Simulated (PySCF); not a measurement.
PySCF 2.14 output of an unrestricted M06-2X calculation on a single atom or ion in ANO-RCC-VTZP, with scalar relativity by spin-free X2C-1e:

```
SCF conv_tol = 1e-09
number electrons alpha = 21  beta = 18
    Y. Zhao and D. G. Truhlar.,  Theor. Chem. Acc. 120, 215 (2008)
    Y. Zhao and D. G. Truhlar.,  Theor. Chem. Acc. 120, 215 (2008)
cycle= 1 E= -3818.59537806133  delta_E= -0.00507  |g|= 0.0122  |ddm|= 0.059
cycle= 2 E= -3818.59546025169  delta_E= -8.22e-05  |g|= 0.00347  |ddm|= 0.0114
cycle= 3 E= -3818.59546421194  delta_E= -3.96e-06  |g|= 0.00139  |ddm|= 0.00267
cycle= 4 E= -3818.59546465576  delta_E= -4.44e-07  |g|= 7.54e-05  |ddm|= 0.000715
cycle= 5 E= -3818.59546466169  delta_E= -5.93e-09  |g|= 1.15e-05  |ddm|= 0.000132
cycle= 6 E= -3818.59546466181  delta_E= -1.19e-10  |g|= 8.46e-07  |ddm|= 2.01e-05
converged SCF energy = -3818.59546466181  <S^2> = 3.750641  2S+1 = 4.0003205
```

The run itself started from symmetry-adapted Hartree-Fock orbitals and held the occupation by maximum overlap, on a logarithmic radial grid, so the iterations belong to that start.

Which element, charge and spin multiplicity is this?

Nb²⁺ (niobium, charge +2), multiplicity 4; the state was [Kr] 4d2 5s1, high-spin 4F determinant (an excited configuration).
